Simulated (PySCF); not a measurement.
First SCF of a structure search on quartet MoOCl, at a hand-made linear geometry. PySCF input:

```python
from pyscf import gto, scf, dft
mol = gto.M(atom='''
Mo     0.000000     0.000000     0.000000
O      0.000000     0.000000    -1.780000
Cl     0.000000     0.000000     2.370000''',
    basis={'Mo': 'def2-TZVP', 'O': 'def2-TZVP', 'Cl': 'def2-TZVP'},
    ecp={'Mo': 'def2-TZVP'},
    charge=0, spin=3)
mf = dft.UKS(mol, xc='PBE0')
mf.grids.atom_grid = (50, 194)
aux = {'Mo': 'def2-universal-JKFIT', 'O': 'def2-universal-JKFIT', 'Cl': 'def2-universal-JKFIT'}
mf = mf.density_fit(auxbasis=aux)
mf.conv_tol = 1e-08
mf.diis_space = 10
mf.max_cycle = 60
mf.init_guess = 'minao'
mf.verbose = 4
mf.kernel()
```

Excerpt of the output (cycles alone):

```
init E= -596.866862737275
cycle= 1 E= -603.18172470578  delta_E= -6.31  |g|= 0.744  |ddm|= 2.71
cycle= 2 E= -599.163166461868  delta_E= 4.02  |g|= 2.69  |ddm|= 1.92
cycle= 3 E= -603.383520240814  delta_E= -4.22  |g|= 0.392  |ddm|= 1.52
cycle= 4 E= -603.453462974842  delta_E= -0.0699  |g|= 0.13  |ddm|= 0.601
cycle= 5 E= -603.4594200147  delta_E= -0.00596  |g|= 0.0793  |ddm|= 0.124
cycle= 6 E= -603.462518641739  delta_E= -0.0031  |g|= 0.0338  |ddm|= 0.0705
cycle= 7 E= -603.463237531778  delta_E= -0.000719  |g|= 0.0144  |ddm|= 0.0371
cycle= 8 E= -603.463442597385  delta_E= -0.000205  |g|= 0.00476  |ddm|= 0.0189
cycle= 9 E= -603.46349339244  delta_E= -5.08e-05  |g|= 0.00336  |ddm|= 0.0101
cycle= 10 E= -603.463518918362  delta_E= -2.55e-05  |g|= 0.0012  |ddm|= 0.00964
cycle= 11 E= -603.463521438527  delta_E= -2.52e-06  |g|= 0.000688  |ddm|= 0.00354
cycle= 12 E= -603.463521690536  delta_E= -2.52e-07  |g|= 0.000265  |ddm|= 0.000712
cycle= 13 E= -603.463521767318  delta_E= -7.68e-08  |g|= 5.69e-05  |ddm|= 0.000399
cycle= 14 E= -603.463521775067  delta_E= -7.75e-09  |g|= 3.31e-05  |ddm|= 0.000148
Extra cycle  E= -603.463521774945  delta_E= 1.22e-10  |g|= 7.79e-05  |ddm|= 6.61e-05
converged SCF energy = -603.463521774945  <S^2> = 3.8557695  2S+1 = 4.0525397
```

No lower solution of this spin was found from smeared starts or by a stability analysis within the unrestricted form.

Other spin states or occupations of the open shell can lie lower.

The search for the lowest solution, 3 starts and the stability check together, took 10 s on 4 threads of a shared Arm Neoverse V2 host, with 108 basis functions; the process peaked at 0.42 GiB.
